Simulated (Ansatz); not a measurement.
This geometry of ClHOZn + H2 (6 atoms, charge 0, multiplicity 1) is a first-order saddle point.

Method: RKS PBE/def2-SVP (Ansatz 0.2.0).

```xyz
6
Properties=species:S:1:pos:R:3
Zn 0.276 0.165 -0.056
O -0.209 0.279 1.825
H -0.615 -0.486 2.280
Cl -0.281 -0.117 -2.085
H 1.845 0.409 0.941
H 1.111 0.301 1.598
```

Problem. Which two structures does it join? (They come from a converged band through this point; their orientation in space is the band's.)

Solution. Bonds broken: H5–H6. Bonds formed: Zn1–H5, O2–H6. ClHOZn + H2 becomes ClH3OZn.

Image 0:

```xyz
6
Properties=species:S:1:pos:R:3
Zn -0.261 -0.059 0.206
O -0.398 -0.060 1.987
H -1.247 -0.414 2.308
Cl -0.040 -0.021 -1.894
H 2.193 0.609 0.600
H 1.879 0.496 1.297
```

Image 8:

```xyz
6
Properties=species:S:1:pos:R:3
Zn 0.953 0.525 -0.091
O -0.002 0.136 1.836
H -0.738 -0.336 1.369
Cl -0.826 -0.449 -0.942
H 2.336 1.202 -0.094
H 0.403 -0.527 2.428
```

Problem. How far does it lie above each of them?

Solution. 0.63 eV above the first and 1.22 eV above the second. This is the barrier of this one path; another mechanism may lie lower. The orbitals stay closed-shell, which can raise the energy where a bond breaks towards radicals; this wasn't checked here.

Time of the run: 3.4 min on 1 thread of Arm Neoverse V2 (shared host), peak memory 0.14 GiB.
